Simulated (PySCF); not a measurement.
H₄Zr, SMILES [ZrH4-], charge -1, multiplicity 2. Geometry optimised at PBE-D3(BJ)/def2-TZVPD. The multiplicity is an assumed one; other spin states were not compared. The def2 effective core potentials stand for the cores of Zr; spin–orbit coupling is left out.

The numbers are results of PySCF 2.14.0 with PBE-D3(BJ)/def2-TZVPD, not measurements.

Harmonic wavenumbers (cm⁻¹): 353, 353, 429, 492, 545, 1363, 1384, 1384, 1479. Rotational constants (GHz): 53.82, 53.82, 43.94; symmetry number 4.

**Question.** Work out the zero-point energy and the ideal-gas rigid-rotor harmonic-oscillator thermochemistry at 298.15 K and 1 atm.

**Answer.** ZPE = ½ Σ hcν = ½ × 7783 cm⁻¹ = 11.13 kcal/mol. H − E(el) = 14.41 kcal/mol. Entropy in cal/(mol K): translation 39.57, rotation 15.72, vibration 4.47, spin 1.38, total 61.14. G − E(el) = -3.82 kcal/mol. Cp = 15.33 cal/(mol K).
